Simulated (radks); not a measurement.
Results of a calculation; reference values are marked as such.
Problem. The table gives one normalised radial function P(r) = r R(r) of I in [Kr] 4d10 5s2 5p5 (r in bohr). Level of theory: scalar-relativistic Kohn-Sham, LDA (Slater exchange, Perdew-Wang correlation), spin-polarised, spherical densities, finite nucleus; open shells are filled with parallel spins first (spin-orbit coupling, left out, can overturn this in heavy ions); Fermi nuclear charge, rms radius 4.75 fm; hard spherical wall at 3.5 bohr (a radial shooting solver on a logarithmic mesh with Libxc functionals).

r	P
0.002677	0.0000
0.003961	0.0001
0.005862	0.0004
0.008676	0.0013
0.01284	0.0037
0.019	0.0105
0.02812	0.0285
0.04162	0.0724
0.06159	0.1669
0.09115	0.3332
0.1338	0.5333
0.1981	0.6125
0.2931	0.3090
0.4338	-0.4073
0.642	-1.0441
0.9501	-1.0519
1.406	-0.5938
2.081	-0.1935
3.079	-0.0264

Which n and l does it have? It may be an empty orbital.

Solution. n = 4, l = 2: the number of nodes gives n - l - 1 = 1, the rise at small r (about r^(l+1), flatter next to the nucleus through relativity) gives l, and the extent must fit the shell. The curve is that of 4d down; the table hardly tells the two spins apart. 4d down: eigenvalue -38.978 eV, 1 radial node at r = 0.353 bohr, <r> = 0.931 bohr, 90 % of the charge inside 1.43 bohr.
